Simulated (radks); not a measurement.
The numbers below are computed, except where a source is named.
Question: Nd XXVII, configuration [Ar] 3d10 4s2 4p4. Level of theory: scalar-relativistic Kohn-Sham, r2SCAN, spin-polarised, spherical densities, finite nucleus; open shells are filled with parallel spins first (spin-orbit coupling, left out, can overturn this in heavy ions); meta-GGA in the generalised Kohn-Sham scheme; Fermi nuclear charge, rms radius 4.9123 fm (a radial shooting solver on a logarithmic mesh with Libxc functionals). Some entries of the table are withheld. Estimate them.

orbital,occ.,eigenvalue (hartree),<r^2> (bohr^2),r(max) (bohr)
1s up,1,-1628.978,0.0007602,0.01510
1s down,1,-1628.906,0.0007602,0.01510
2s up,1,-290.3198,0.01200,0.08540
2s down,1,-290.3043,0.01200,0.08541
2p up,3,-262.8241,0.009597,0.06888
2p down,3,-262.7755,0.009598,0.06890
3s up,1,-86.27441,0.07902,0.2420
3s down,1,-86.23323,0.07897,0.2421
3p up,3,(1),0.07865,0.2367
3p down,3,(2),0.07858,0.2369
3d up,5,-65.60091,(3),0.1941
3d down,5,-65.54130,(4),0.1941
4s up,1,-37.56745,0.3401,0.5352
4s down,1,-37.25013,0.3409,0.5350
4p up,3,-34.35051,(5),0.5491
4p down,1,-34.04039,(6),0.5488

Answer: 
(1) 3p up eigenvalue (hartree): -77.53286
(2) 3p down eigenvalue (hartree): -77.47695
(3) 3d up <r^2> (bohr^2): 0.06595
(4) 3d down <r^2> (bohr^2): 0.06586
(5) 4p up <r^2> (bohr^2): 0.3607
(6) 4p down <r^2> (bohr^2): 0.3616
